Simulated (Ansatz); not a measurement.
Basis-set series for `[CH3][SnH]([F])[Br]`. The species carries charge 0 and has multiplicity 1. Sn takes the def2 core potential. The geometry is a stationary point of PBE0-D4/def2-TZVP.

```xyz
8

C    -0.248   -0.401    1.114
Sn    0.346    0.170   -0.834
F    -0.931   -0.634   -2.021
Br    0.031    2.603   -1.115
H    -1.273   -0.066    1.267
H    -0.195   -1.485    1.206
H     0.404    0.068    1.850
H     1.866   -0.254   -1.467
```

```csv
functional,basis,functions,energy (Eh),HOMO (eV),LUMO (eV)
PBE0-D4,def2-SVP,106,-2928.02166,-8.22,-0.82
PBE0-D4,def2-QZVPP,405,-2928.58600,-8.37,-1.12
ωB97M-V,def2-SVP,106,-2928.20557,-10.39,1.22
ωB97M-V,def2-QZVPP,405,-2928.77289,-10.56,0.68
```

Task: Give the rows for def2-TZVPP. (Estimate.)

Result: Computed: 
```csv
functional,basis,functions,energy (Eh),HOMO (eV),LUMO (eV)
PBE0-D4,def2-TZVPP,216,-2928.52239,-8.35,-1.06
ωB97M-V,def2-TZVPP,216,-2928.71145,-10.55,0.85
```

Positive LUMOs are unbound and depend on the basis. Scalar relativity is left out up to krypton.
